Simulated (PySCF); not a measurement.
A PySCF script (with the pyscf-properties extension) for the NMR shieldings of `CS[SiH2]SCS(C)(=O)=O`, C₃H₁₀O₂S₃Si, on a GFN2-xTB geometry:

```python
import basis_set_exchange as bse
import numpy as np
from pyscf import gto, dft
from pyscf.prop import nmr

atoms = """
C     3.565765    0.136580   -1.126828
S     2.031516    0.886262   -0.505884
Si    1.191049   -0.846451    0.414035
S    -0.340667   -0.254242    1.830957
C    -1.048762    1.142611    0.962168
S    -1.740839    0.473843   -0.579468
C    -3.112708   -0.581523   -0.045101
O    -0.717907   -0.378269   -1.146781
O    -2.250433    1.525245   -1.407805
H     3.323496   -0.595587   -1.889697
H     4.155926    0.939701   -1.555016
H     4.103922   -0.330637   -0.309052
H     0.854214   -1.983803   -0.415977
H     2.209971   -1.261398    1.380938
H    -0.295441    1.883933    0.705745
H    -1.849780    1.580296    1.548757
H    -2.755613   -1.199003    0.770285
H    -3.924472    0.062995    0.265910
H    -3.409042   -1.191302   -0.889481
"""
names = dict.fromkeys(["C", "S", "Si", "O", "H"], "pcSseg-1")
basis = {el: gto.basis.parse(bse.get_basis(n, elements=[el], fmt="nwchem")) for el, n in names.items()}
mol = gto.M(atom=atoms, basis=basis, charge=0, verbose=0)
mf = dft.RKS(mol, xc="PBE0")
mf.grids.level = 2
mf.grids.alignment = dft.numint.BLKSIZE   # the property module wants whole blocks of grid points
mf.conv_tol = 1e-9
mf.kernel()

calc = nmr.RKS(mf)   # GIAO
C = mf.mo_coeff
Co = C[:, mf.mo_occ > 0]
resp = mf.gen_response(singlet=True, hermi=2)
def vind(x):   # induced exchange potential for any number of trial vectors
    d = np.einsum("pi,xij,qj->xpq", C, 2 * x.reshape(-1, C.shape[1], Co.shape[1]), Co, optimize=True)
    return np.einsum("xpq,pi,qj->xij", resp(d - d.transpose(0, 2, 1)), C, Co, optimize=True).ravel()
mo1, _ = nmr.rhf.solve_mo1(calc, with_cphf=vind)
sigma = calc.kernel(mo1)
for i, s in enumerate(sigma):   # ppm
    print("%2d %-2s %9.2f" % (i, mol.atom_pure_symbol(i), np.trace(s) / 3))
```

**Question.** Give the expected output.

**Answer.** 
```
 0 C     173.66
 1 S     688.69
 2 Si    370.33
 3 S     634.83
 4 C     129.97
 5 S     180.30
 6 C     146.18
 7 O     117.63
 8 O     119.91
 9 H      29.59
10 H      29.46
11 H      29.64
12 H      26.43
13 H      26.57
14 H      27.84
15 H      28.19
16 H      27.74
17 H      29.68
18 H      29.17
```

These numbers come from an equivalent density-fitted implementation of the same equations, which agrees with the script to about 0.01 ppm for H and up to a few tenths of a ppm for heavy atoms, so last digits may differ.

**Question.** Turn these shieldings into chemical shifts. Scale: 13C (σref 186.93), 29Si (σref 349.16), 1H (σref 31.72) against TMS; CS2 for 33S (σref 503.73); H2O for 17O (σref 336.08) (reference shieldings calculated alike).

**Answer.** Averaging equivalent atoms: C 4: 57.0; C 6: 40.7; C 0: 13.3; S 5: 323; S 3: -131; S 1: -185; Si 2: -21.2; O 7/8: 217.3; H 12/13: 5.22; H 14/15: 3.70; H 16/17/18: 2.85; H 9/10/11: 2.16 ppm. Experimental scales use liquid or dissolved standards, which lie at an offset from isolated H2O (liquid H2O: subtract about 36 ppm).

Size and cost of the density-fitted run: 231 basis functions, 99 s wall time on 1 thread of an Arm Neoverse N1, shared host; peak memory 0.97 GiB.
